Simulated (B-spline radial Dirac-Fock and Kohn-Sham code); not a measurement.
## Ta⁺ 4d5/2: cross section and angular parameters

System: the Ta⁺ ion in the configuration 1s2 2s2 2p6 3s2 3p6 3d10 4s2 4p6 4d10 4f14 5s2 5p6 5d3 6s1; threshold 237.8 eV (orbital energy of the model). Level of theory: Dirac-Hartree-Slater photoionisation with a Latter tail; cross sections with all multipoles, angular parameters from the dipole term and its interference with E2; a radial atomic solver.

For linearly polarised light dσ/dΩ = σ/(4π) [1 + β P₂(cos θ) + (δ + γ cos²θ) sin θ cos φ], with θ from the polarisation vector and φ the angle between the beam and the projection of the electron momentum on the plane normal to the polarisation.

```csv
hν (eV),σ (kb),β,γ,δ
249,293,-0.476,0.042,0.004
308,182,-0.687,-0.178,0.085
335,218,-1.000,-0.283,0.139
346,237,-0.972,-0.281,0.150
623,390,0.604,0.185,0.047
748,344,0.850,0.139,0.021
800,322,0.921,0.112,0.015
1040,231,1.128,0.007,0.004
1420,137,1.271,-0.047,0.008
1486.9,126,1.285,-0.045,0.010
2000,68.5,1.340,0.025,0.021
2090,62.1,1.344,0.044,0.023
2420,44.3,1.349,0.121,0.031
2870,29.2,1.342,0.236,0.040
4210,?,?,?,?
6490,2.99,1.164,1.027,0.121
8800,1.15,1.058,1.360,0.173
8930,1.09,1.053,1.376,0.176
9251.7,0.973,1.039,1.415,0.184
9280,0.964,1.038,1.419,0.184
12000,0.409,0.940,1.700,0.245
15000,0.189,0.851,1.935,0.311
```

Question: Give the values at 4210 eV.

Answer: σ = 10.6 kb, β = 1.283, γ = 0.572, δ = 0.070.

Values without a named source are computed, but for edge energies of neutral atoms, which are taken from tables.
